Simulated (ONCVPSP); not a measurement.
## Nb (Z = 41), ONCV: configuration errors across variants

Nb, optimised norm-conserving Vanderbilt (ONCV), made with ONCVPSP 4.0.1 (PBE, fully relativistic). Core [Ar] 3d10 4s2, reference 4p6 4d3 5s2. Waves: 5s: rc 3.20 bohr, ncon 4, nbas 8, qcut 2.2 1/bohr, 2 projectors, debl 1 Ha; 4p: rc 1.50 bohr, ncon 3, nbas 6, qcut 7.4 1/bohr, 2 projectors, debl 3.8 Ha; 4d: rc 2.20 bohr, ncon 4, nbas 9, qcut 7.9 1/bohr, 3 projectors, debl 2.1 Ha; f scattering state at 0.45 Ha: rc 2.65 bohr, ncon 4, nbas 8, qcut 4.6 1/bohr, 2 projectors, debl 1.8 Ha. Local part: polynomial inside 1.10 bohr (lpopt 3, dvloc0 0 Ha). Core correction: none.

Open shells are filled in proportion to 2j + 1.

All-electron excitation energies from the reference (eV): (1) 4p6 4d4 5s1 0.517; (2) 4p6 4d4 5s0 7.155; (3) 4p6 4d3 5s0 21.194; (4) 4p5 4d4 5s1 40.303.

2 further variants failed, have other tests or too few solved ones, and are left out.

A true bound ghost makes a file unfit for plane-wave use even where its test errors are small: the radial tests pick states by their node count and pass the ghost by.

Errors AE − PS in meV (a dash: test not solved or not reliable):

```tsv
change	(1)	(2)	(3)	(4)	bound ghosts	GHOST(+) flags above zero
base	-22	-60	-17	+7.6	s	f7/2, f5/2
local potential polynomial inside 1.05 bohr (lpopt 5, dvloc0 6 Ha)	-22	-60	-17	+7.6	s	none
s: ncon 5, nbas 9	-28	-73	-13	+11	s	f7/2, f5/2
p: rc 2.24	-21	-58	-17	-23	s	f7/2, f5/2
local potential polynomial inside 1.10 bohr (lpopt 3, dvloc0 1.5 Ha)	-22	-60	-17	+7.6	s	none
```

Question: Give the same row for: p: qcut 7.3.

Answer: -22, -60, -17, +7.2; bound ghosts: s; GHOST(+) flags above zero: f7/2, f5/2.
